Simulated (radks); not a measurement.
Results of a calculation; reference values are marked as such.
The niobium ion Nb+ inside a hard spherical wall (all orbitals vanish at R), configuration held at [Kr] 4d4 and not refilled when levels cross. Code: a radial shooting solver on a logarithmic mesh with Libxc functionals. Model: scalar-relativistic Kohn-Sham, LDA (Slater exchange, VWN5 correlation), spin-unpolarised, spherical densities, finite nucleus; Fermi nuclear charge, rms radius 4.324 fm. Eigenvalues in eV, with the zero of energy where the potential of the charges vanishes at infinity; a dash marks a level that is unbound or too diffuse for the functional's potential to be trusted. A positive occupied level is held by the wall or, in an anion where self-interaction has pushed it up, behind a barrier. The pressure on the wall is -dE/dV.

| R (bohr) | E (hartree) | kinetic (hartree) | e(3d) | e(4s) | e(4p) | e(5s, empty) | e(4d) | e(5p, empty) | pressure (GPa) |
|---|---|---|---|---|---|---|---|---|---|
| free | -3815.26025 | 3927.008 | -203.03 | -64.964 | -41.141 | -9.724 | -9.548 | -5.909 | 0 |
| 20 | -3815.26025 | 3927.008 | -203.03 | -64.964 | -41.141 | -9.724 | -9.548 | -5.909 | < 0.0001 |
| 10 | -3815.26021 | 3927.009 | -203.02 | -64.959 | -41.136 | -9.718 | -9.544 | -5.869 | 0.00138 |
| 6 | -3815.24819 | 3927.093 | -202.40 | -64.385 | -40.585 | -8.862 | -9.033 | -4.049 | 1.08 |
| 4 | -3815.06316 | 3927.952 | -198.27 | -60.865 | -37.253 | -1.077 | -5.319 | 7.239 | 42.6 |
| 3.5 | -3814.83534 | 3928.941 | -195.08 | -58.367 | -34.852 | 6.304 | -2.227 | 16.794 | 131 |
| 3 | -3814.25868 | 3931.464 | -189.05 | -53.920 | -30.386 | 21.459 | 3.786 | 35.212 | 478 |
| 2.5 | -3812.56337 | 3938.646 | -176.49 | -44.816 | -20.641 | 55.339 | 16.820 | 73.803 | 2160 |
| 2 | -3806.72803 | 3960.698 | -148.84 | -22.318 | 4.549 | 139.27 | 48.845 | 163.99 | 12400 |
| 1.5 | -3782.74467 | 4036.704 | -86.395 | 50.725 | 85.535 | 380.42 | 142.57 | 410.80 | 98400 |
